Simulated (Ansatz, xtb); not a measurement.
Relaxing a trial structure of CH8AlBSi

The starting geometry of this gas-phase singlet was built from a drawn formula by distance geometry and a force field; its bonds are those of `[AlH2][CH2]B[SiH3]`.

| atom | x (Å) | y (Å) | z (Å) |
| --- | --- | --- | --- |
| C | 0.8296 | -2.3103 | 1.0245 |
| Al | 2.7783 | -2.0681 | 0.8427 |
| B | 0.1123 | -0.8902 | 1.0334 |
| Si | -1.1483 | -0.3874 | -0.3186 |
| H | 3.5758 | -2.6679 | -0.4335 |
| H | 3.5726 | -1.2964 | 1.9366 |
| H | 0.4556 | -2.9193 | 0.1180 |
| H | 0.6102 | -2.8443 | 1.9448 |
| H | 0.3469 | -0.1494 | 1.9375 |
| H | -1.3052 | -1.4563 | -1.3079 |
| H | -0.6635 | 0.8712 | -0.9885 |
| H | -2.4512 | -0.1353 | 0.3042 |

Task: Predict what it relaxes into with r2SCAN-D4/def2-SVP.

Result: It keeps its bonds, and is `[AlH2][CH2]B[SiH3]`.

The energy falls by 0.42 eV over 36 steps:

```json
{"step": "1", "E − E(last) (eV)": "0.418"}
{"step": "5", "E − E(last) (eV)": "0.025"}
{"step": "9", "E − E(last) (eV)": "0.013"}
{"step": "13", "E − E(last) (eV)": "0.010"}
{"step": "17", "E − E(last) (eV)": "0.007"}
{"step": "20", "E − E(last) (eV)": "0.004"}
{"step": "24", "E − E(last) (eV)": "0.002"}
{"step": "28", "E − E(last) (eV)": "0.001"}
{"step": "32", "E − E(last) (eV)": "0.000"}
{"step": "36", "E − E(last) (eV)": "0.000"}
```

Final geometry (Å):

| atom | x (Å) | y (Å) | z (Å) |
| --- | --- | --- | --- |
| C | 0.7389 | -2.3675 | 1.4169 |
| Al | 2.5005 | -1.8664 | 0.6321 |
| B | -0.0209 | -1.0650 | 1.2719 |
| Si | -0.8911 | -0.4647 | -0.4541 |
| H | 2.5959 | -1.5634 | -0.9208 |
| H | 3.7816 | -1.8932 | 1.5666 |
| H | 0.4925 | -3.1705 | 0.6931 |
| H | 0.9653 | -2.7496 | 2.4252 |
| H | -0.0353 | -0.2840 | 2.2039 |
| H | -0.8371 | -1.4870 | -1.5503 |
| H | -0.2435 | 0.7861 | -0.9760 |
| H | -2.3337 | -0.1286 | -0.2153 |

From the same start GFN2-xTB reaches the same bonding as this run.

The end wasn't checked by frequencies. Run with Ansatz 0.2.0, 110 s on 2 threads of Arm Neoverse V1 (shared host).
